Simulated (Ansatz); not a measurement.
`[BH2][Zn][NH2]` + `C=N` → `BN=C` + `[NH2][ZnH]` at 500 K and 1 bar (cleavage of the B–Zn bond).

Computed with Ansatz on PBE0-D4/def2-TZVP structures; ΔE is electronic, products minus reactants. CBS: MP2 limit from def2 TZ/QZ plus the TZ coupled-cluster correction, frozen cores. This one scheme is used for every species. For Zn outer-core shells are correlated without core-valence functions, which leaves a few kJ/mol of doubt a bond. Scalar relativity is left out up to krypton. One conformer a species, not always the lowest.

```tsv
species	CCSD(T)/CBS energy (Eh)	H − E (kJ/mol)	S (J/(mol·K))
`[BH2][Zn][NH2]`	-1860.24610	151.9	362.1
`C=N`	-94.52360	124.2	249.5
`BN=C`	-119.93970	162.4	290.1
`[NH2][ZnH]`	-1834.88092	106.3	294.3
```

H − E and S are ideal-gas, rigid-rotor, harmonic terms from PBE0-D4/def2-TZVP, for one conformer and one mirror image of each species. 1 Eh = 2625.50 kJ/mol, R = 8.31446 J/(mol·K).

Task: By hand: ΔE, ΔH, ΔS and ΔG.

Result: ΔE = (-119.93970) + (-1834.88092) − (-1860.24610) − (-94.52360) = -0.05092 Eh = -133.7 kJ/mol. Δ(H − E) = 162.4 + 106.3 − 151.9 − 124.2 = -7.4, so ΔH = -141.1 kJ/mol. ΔS = 290.1 + 294.3 − 362.1 − 249.5 = -27.2 J/(mol·K). ΔG = -141.1 − 500 × (-27.2)/1000 = -127.5 kJ/mol.

Task: By hand: the equilibrium constant, and the temperature at which ΔG would vanish if ΔH and ΔS stayed fixed.

Result: log₁₀ K = −ΔG/(RT ln 10) = 13.3. ΔG = 0 at ΔH/ΔS = 5188 K, far beyond where these terms or the molecules hold.

ΔH outweighs TΔS. A doubt of 5 kJ/mol in ΔE shifts log₁₀ K by 0.5 here. Other conformers and mirror images would add mixing entropy, several J/(mol·K) or more a flexible species. These are equilibria of isolated gas molecules and say nothing of rates. Largest T1 diagnostic: 0.016 (customary marks: 0.02 for closed shells, 0.045 for open ones).
